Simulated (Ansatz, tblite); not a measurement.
Cost and result up the ladder for GeHMe2(NHEt) (C4H13GeN) (19 atoms). Total charge 0; singlet. Geometry: r2SCAN-D4/def2-SVP.

```xyz
19

Ge    0.596   -0.661   -0.827
H     1.277   -1.859   -0.131
C    -0.989   -1.300   -1.791
H    -1.493   -0.465   -2.302
H    -1.706   -1.766   -1.098
H    -0.708   -2.051   -2.547
C     1.809    0.264   -2.040
H     2.162   -0.416   -2.831
H     2.682    0.647   -1.491
H     1.299    1.112   -2.522
N     0.197    0.535    0.521
C    -0.705    0.153    1.597
C    -0.577    1.089    2.792
H     0.001    1.478    0.185
H    -1.774    0.108    1.286
H    -0.443   -0.874    1.912
H     0.461    1.103    3.159
H    -1.242    0.783    3.615
H    -0.848    2.121    2.511
```

Ansatz on 4 threads of Intel Xeon on a shared host; xTB runs through tblite on one thread. Times are rough, summed over both states, and most runs start from the orbitals of an earlier one. PBE0-D4/def2-TZVP serves as the yardstick here, not as an exact answer. The other state is a doublet.

The xTB rows come from tblite. HSE06 is defined as in plane-wave codes, on full-range PBE exchange.

Raw xTB energies of ions are shifted by several eV.

```csv
level,functions,wall time,vertical IE (eV),difference from PBE0-D4/def2-TZVP (eV)
GFN2-xTB,42,0.038 s,12.78,4.58
GFN1-xTB,55,0.063 s,13.49,5.29
PBE-D4/def2-TZVP,281,8.9 s,8.05,-0.15
HSE06-D4/def2-TZVP (with forces),281,22 s,8.19,-0.01
PBE0-D4/def2-TZVP,281,23 s,8.21,0.00
```
